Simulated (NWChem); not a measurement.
System: C2H2BFN2; SMILES FB1N=CC=N1

**Question.** Give the equilibrium geometry at PBE-D3(BJ)/def2-SVP (NWChem) as a list of bonds and angles, with the point group.

**Answer.** point group C2v; any orientation.
Bonds (Å): F1–B2 1.316, B2–N3 1.505, B2–N6 1.505, N3–C4 1.285, C4–C5 1.551, C4–H7 1.111, C5–N6 1.285, C5–H8 1.111. Bond angles (°): F1–B2–N3 123.1, F1–B2–N6 123.1, N3–B2–N6 113.8, B2–N3–C4 100.9, N3–C4–C5 112.2, N3–C4–H7 124.0, C5–C4–H7 123.8, C4–C5–N6 112.2, C4–C5–H8 123.8, N6–C5–H8 124.0, B2–N6–C5 100.9.
